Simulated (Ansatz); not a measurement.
BF2 (SMILES F[B]F) moved off its minimum; all values from Ansatz (an electronic-structure program), cores frozen in correlated methods. Open shells are unrestricted.
(charge 0, multiplicity 2)
```xyz
3

F     -1.1249    -0.1854     0.0287
B     -0.0357     0.4579     0.0222
F      1.1541    -0.0469    -0.0900
```

Forces at MP2/aug-cc-pVTZ (eV/Å):

| atom | Fx | Fy | Fz |
|---|---|---|---|
| F1 | -1.898 | -1.593 | -0.030 |
| B2 | 1.253 | 2.300 | 0.128 |
| F3 | 0.645 | -0.706 | -0.099 |

Problem. Give the forces (eV/Å), the total energy and the dipole at CCSD(T)/aug-cc-pVTZ.

Solution. 
```csv
atom,Fx,Fy,Fz
F1,-1.843,-1.558,-0.030
B2,1.255,2.238,0.123
F3,0.588,-0.680,-0.093
```
Energy -224.3111 hartree, dipole 0.16 D.
